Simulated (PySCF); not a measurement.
BeClH₃Si, SMILES [SiH3][Be][Cl].

Geometry optimised at PBE0-D3(BJ)/def2-TZVP.

Calculation: PySCF with TDDFT-B3LYP/def2-SVPD.

Vertical excitations; the highest root listed may be one member of a degenerate set. The molecule is in vacuum. State labels are in the subgroup Cs.

```json
[
 {"state": "S1", "symmetry": "A'", "energy (eV)": "5.93", "λ (nm)": "209", "f": "0.061", "main pairs": "HOMO→LUMO+1 (degenerate set)"},
 {"state": "S2", "symmetry": "A\"", "energy (eV)": "5.93", "λ (nm)": "209", "f": "0.061", "main pairs": "HOMO→LUMO (degenerate set)"},
 {"state": "S3", "symmetry": "A\"", "energy (eV)": "6.86", "λ (nm)": "181", "f": "0.000", "main pairs": "HOMO−1→LUMO+1 43 %, HOMO−2→LUMO 43 %, HOMO−3→LUMO+1 7 %, HOMO−4→LUMO 7 %"},
 {"state": "S4", "symmetry": "A'", "energy (eV)": "6.92", "λ (nm)": "179", "f": "0.001", "main pairs": "HOMO−1→LUMO, HOMO−2→LUMO+1, HOMO−4→LUMO+1, HOMO−3→LUMO (degenerate set)"},
 {"state": "S5", "symmetry": "A\"", "energy (eV)": "6.92", "λ (nm)": "179", "f": "0.001", "main pairs": "HOMO−2→LUMO, HOMO−1→LUMO+1, HOMO−4→LUMO, HOMO−3→LUMO+1 (degenerate set)"},
 {"state": "S6", "symmetry": "A'", "energy (eV)": "6.99", "λ (nm)": "177", "f": "0.137", "main pairs": "HOMO→LUMO+2 90 %"},
 {"state": "S7", "symmetry": "A\"", "energy (eV)": "7.10", "λ (nm)": "175", "f": "0.000", "main pairs": "HOMO−3→LUMO+1 43 %, HOMO−4→LUMO 43 %, HOMO−2→LUMO 7 %, HOMO−1→LUMO+1 7 %"},
 {"state": "S8", "symmetry": "A\"", "energy (eV)": "7.28", "λ (nm)": "170", "f": "0.015", "main pairs": "HOMO−4→LUMO, HOMO−3→LUMO+1, HOMO−2→LUMO, HOMO−1→LUMO+1 (degenerate set)"},
 {"state": "S9", "symmetry": "A'", "energy (eV)": "7.28", "λ (nm)": "170", "f": "0.015", "main pairs": "HOMO−3→LUMO, HOMO−4→LUMO+1, HOMO−1→LUMO, HOMO−2→LUMO+1 (degenerate set)"},
 {"state": "S10", "symmetry": "A'", "energy (eV)": "7.53", "λ (nm)": "165", "f": "0.306", "main pairs": "HOMO−2→LUMO+1 31 %, HOMO−1→LUMO 31 %, HOMO−4→LUMO+1 10 %, HOMO−3→LUMO 10 %"},
 {"state": "T1", "symmetry": "A'", "energy (eV)": "4.73", "λ (nm)": "262", "f": "0", "main pairs": "HOMO→LUMO+1 (degenerate set)"},
 {"state": "T2", "symmetry": "A\"", "energy (eV)": "4.73", "λ (nm)": "262", "f": "0", "main pairs": "HOMO→LUMO (degenerate set)"},
 {"state": "T3", "symmetry": "A'", "energy (eV)": "6.40", "λ (nm)": "194", "f": "0", "main pairs": "HOMO→LUMO+2 72 %"},
 {"state": "T4", "symmetry": "A'", "energy (eV)": "6.52", "λ (nm)": "190", "f": "0", "main pairs": "HOMO−1→LUMO 41 %, HOMO−2→LUMO+1 41 %, HOMO→LUMO+2 13 %"}
]
```
Triplets are in the Tamm–Dancoff approximation, which puts them higher than full response would, so one can lie above its singlet here.
